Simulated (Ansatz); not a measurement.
[WO3(NH2)]- (WNO3H2⁻) was relaxed with PBE-D4 (def2-SVPD) in Ansatz in these states: charge -1 singlet, neutral doublet. The geometries follow in no particular order.

In the def2 sets W takes a core potential; there is no spin–orbit coupling.

A:

```xyz
7

W     0.030   -0.764    0.139
O    -0.701   -0.985    1.741
O    -0.931   -1.627   -1.076
O     1.712   -1.322    0.177
N     0.049    1.189   -0.391
H    -0.812    1.654   -0.684
H     0.653    1.856    0.094
```

B:

Cartesian coordinates in Å:
```
W 0.714 -0.155 0.201
O 0.788 -1.762 0.999
O 1.730 -0.370 -1.265
O 1.335 1.102 1.231
N -1.160 0.308 -0.293
H -1.753 -0.270 -0.895
H -1.652 1.148 0.022
```

**Question.** Judge from the bond lengths which geometry belongs to which state (an estimate).

**Answer.** A is the charge -1 singlet (W1–O4 1.773 Å, W1–N5 2.024 Å, W1–O3 1.773 Å); B is the neutral doublet (W1–O4 1.740 Å, W1–N5 1.992 Å, W1–O3 1.796 Å).
